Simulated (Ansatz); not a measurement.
C6H13O3 (SMILES COC[CH]OCCOC), doublet, geometry from GFN2-xTB; PBE/STO-3G (Ansatz, an electronic-structure program).

Input for Ansatz:
Ansatz 0.2 input:
```yaml
crystal:
  periodic: [false, false, false]
  atoms:
    - {symbol: C, position_ang: [3.36064233, 1.13411996, 0.15655927]}
    - {symbol: O, position_ang: [2.62953146, 0.11588340, 0.78942330]}
    - {symbol: C, position_ang: [2.22133277, -0.94172670, -0.09804301]}
    - {symbol: C, position_ang: [1.25314828, -0.53894923, -1.14089440]}
    - {symbol: O, position_ang: [0.00129196, -0.06426956, -0.88193957]}
    - {symbol: C, position_ang: [-0.48688719, -0.17092261, 0.43625535]}
    - {symbol: C, position_ang: [-1.86297788, 0.48259182, 0.49499214]}
    - {symbol: O, position_ang: [-2.83009356, -0.44972084, 0.07609765]}
    - {symbol: C, position_ang: [-4.12156186, 0.09347466, 0.00147380]}
    - {symbol: H, position_ang: [4.26124644, 0.73273269, -0.32464664]}
    - {symbol: H, position_ang: [3.64877088, 1.83563462, 0.93738071]}
    - {symbol: H, position_ang: [2.75890333, 1.65451577, -0.59736372]}
    - {symbol: H, position_ang: [3.10977918, -1.36258816, -0.58736420]}
    - {symbol: H, position_ang: [1.80054811, -1.68820087, 0.58400122]}
    - {symbol: H, position_ang: [1.56855606, -0.28421466, -2.13716396]}
    - {symbol: H, position_ang: [0.20109800, 0.32322106, 1.13334684]}
    - {symbol: H, position_ang: [-0.59097708, -1.22575139, 0.72067255]}
    - {symbol: H, position_ang: [-1.87143081, 1.36632226, -0.15998179]}
    - {symbol: H, position_ang: [-2.07479961, 0.80865985, 1.52579531]}
    - {symbol: H, position_ang: [-4.45427923, 0.46529645, 0.97939490]}
    - {symbol: H, position_ang: [-4.16687391, 0.91790725, -0.72102446]}
    - {symbol: H, position_ang: [-4.77855904, -0.71020645, -0.32375694]}
basis:
  gaussian:
    orbitals: STO-3G
hamiltonian:
  xc: pbe
magnetization: {spin_polarized: true, initial_magnetization: 1}
```

Write the output that Ansatz gives for this input, abridged.


```
Functional definition: PBE
842 factors; integrals over basis functions are off by at most 4.9e-5 eV
mean field evaluation 1: about -12394.1007 eV, gradient 1.2e1 eV
mean field evaluation 2: about -12393.5812 eV, gradient 1.6e1 eV
mean field evaluation 4: about -12395.0444 eV, gradient 1.1e0 eV
mean field evaluation 8: about -12394.7950 eV, gradient 6.6e-2 eV
mean field evaluation 16: about -12394.7951 eV, gradient 2.3e-5 eV
mean field -12394.79505435 eV, -455.5003167534 hartree, gradient 2.3e-5 eV, S^2 0.751894; 0 other end points of the search recorded, 0 dependent functions left out
reference -12394.79509012 eV, -455.5003180680 hartree; 37, 36 occupied and 21, 22 virtual orbitals, 842 factors
Total energy: -12394.79509012 eV, -455.5003180680 hartree
```
